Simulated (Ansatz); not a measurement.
Program: Ansatz. Geometries: PBE0-D4/def2-TZVP. ΔE: electronic, gas phase. CCSD(T)/CBS is the MP2 limit (def2-TZVPP, def2-QZVPP) plus CCSD(T) − MP2 in def2-TZVPP, frozen cores. DFT in def2-TZVPP. For Ge outer-core shells are correlated without core-valence functions, which leaves a few kJ/mol of doubt a bond. Scalar relativity is left out up to krypton. One conformer a species, not always the lowest.

Reaction (redistribution): `O=C[SiH2][SiH3]` + `BS[CH2][GeH3]` → `[SiH3]S[CH2][GeH3]` + `B[SiH2]C=O`

CCSD(T)/CBS gives +76.8 kJ/mol.

**Question.** Another level gave +78.8 kJ/mol. Which?
A. PBE-D4/def2-TZVPP
B. MP2/def2-TZVPP
C. PBE0/def2-TZVPP
D. SCS-MP2/def2-TZVPP

**Answer.** B. MP2/def2-TZVPP 78.8, PBE0 83.8, SCS-MP2/def2-TZVPP 74.3, PBE-D4 87.8 kJ/mol.

Largest T1 diagnostic among the species: 0.016.

From PBE to PBE0 (25 % exact exchange), in def2-TZVPP and without D4, ΔE moves by −3.8 kJ/mol. In def2-TZVPP, CCSD(T) changes the Hartree–Fock value by +20.5 kJ/mol (the triples alone add +4.2 kJ/mol) and MP2 by +19.5 kJ/mol.
